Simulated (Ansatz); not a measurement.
GeHO (SMILES [OH+]=[Ge]), charge 1, multiplicity 1, relaxed at each level with Ansatz (an electronic-structure program); harmonic frequencies from differences of analytic forces, average atomic masses, frozen cores.

**Question.** Give the equilibrium geometry, the harmonic frequencies and the zero-point energy at PBE/def2-TZVPP.

**Answer.** 
(charge 1, multiplicity 1):
```
atom   x (Å)   y (Å)    z (Å)
----  ------  ------  -------
O     0.0000  0.0000  -1.2850
Ge    0.0000  0.0000   0.4006
H     0.0000  0.0000  -2.2594
```
Frequencies (cm⁻¹): 166, 166, 852, 3695. Zero-point energy 6.97 kcal/mol.

**Question.** Give the equilibrium geometry, the harmonic frequencies and the zero-point energy at CCSD(T)/cc-pVTZ.

**Answer.** 
(charge 1, multiplicity 1):
```xyz
3

O      0.000     0.000    -1.283
Ge     0.000     0.000     0.386
H      0.000     0.000    -2.247
```
Frequencies (cm⁻¹): 90, 90, 903, 3847. Zero-point energy 7.05 kcal/mol.
